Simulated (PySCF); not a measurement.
# Computed records: B2H4N

Calculation on a computer-drawn molecule: the log of a Hartree-Fock and frozen-core CCSD(T) single point meant for a local Hartree-Fock minimum, with one planted fault or none, to be diagnosed. Offsets are logged minus clean, where the clean run is the same molecule without the fault. The reference is restricted for singlets and unrestricted otherwise, and also for a bond in bohr or an excited solution. Adding or removing an electron swaps singlet and doublet. The excited solution moves the top pair (singlet) or top alpha electron (doublet) to the lowest empty orbital. Highest occupied and lowest empty are orbital energies over both spins, largest force is the largest gradient component, triples share is (T) over the correlation energy, the T1 limit is 0.02 restricted and 0.045 unrestricted, electrons count all cores, a negative frequency is imaginary (commonest isotopes), and the dipole is about the centre of nuclear charge. Program: PySCF 2.14.0.

Entry: B2H4N

Logged structure:
```xyz
7
B2H4N
B     -0.5660    -0.4578    -1.1100
N      0.6495    -1.1104    -1.3994
B      1.7929    -1.1728    -0.5562
H     -1.5066    -0.4312    -1.8540
H      0.7158    -1.5768    -2.2866
H      2.7657    -1.7667    -0.9325
H      1.7648    -0.6333     0.5114
```

* meant charge: 0
* meant multiplicity: 2
* meant basis: cc-pVDZ
* logged electrons: 21
* logged basis functions: 62
* logged SCF converged: yes
* logged spin squared: 0.754
* logged highest occupied: -9.1722 eV
* logged lowest empty: 2.2869 eV
* logged largest force: 6.479e-06 hartree/bohr
* logged lowest frequency: 293.78 cm⁻¹
* logged T1 diagnostic: 0.0128
* logged D1 diagnostic: 0.043343
* logged triples share: 0.027087
* logged CC converged: yes
* logged dipole magnitude: 1.5784 debye
* logged SCF stable within its kind: yes
* logged energy HF: -106.14966 hartree
* logged energy CCSD(T): -106.50707 hartree
* possible faults: no fault, one electron removed, one electron added, multiplicity raised by two, geometry at a saddle point, SCF held on an excited solution, minimal basis STO-3G, one bond length entered in bohr, all coordinates scaled
* planted fault: no fault
* HF energy offset from clean run: 0 kcal/mol
* CCSD(T) energy offset from clean run: 0 kcal/mol

Drawn bonds:
```
atom  other atom  order
   1           2      1
   2           3      1
   1           4      1
   2           5      1
   3           6      1
   3           7      1
```
